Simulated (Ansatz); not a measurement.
A structure relaxed at PBE0-D4/def2-TZVP, charge 0, multiplicity 1:

```xyz
7

O    -0.700    0.201    0.767
B     0.564   -0.063   -0.270
Cl    0.249    1.157   -1.583
Cl    2.051    0.223    0.684
Cl    0.298   -1.792   -0.773
H    -1.249    0.896    0.372
H    -1.213   -0.621    0.803
```

Question: Give its formula and SMILES.

Answer: BCl3H2O, `[OH2+][B-](Cl)(Cl)Cl`.

Question: Point group (tolerance 0.08 Å, 0.16 Å for H)?

Answer: Cs.

Question: Summarise the bond lengths by kind.

Answer: 1 × B–O 1.656 Å; 2 × H–O 0.970 Å; 3 × B–Cl 1.789 to 1.820 Å.

All numbers were calculated with Ansatz.
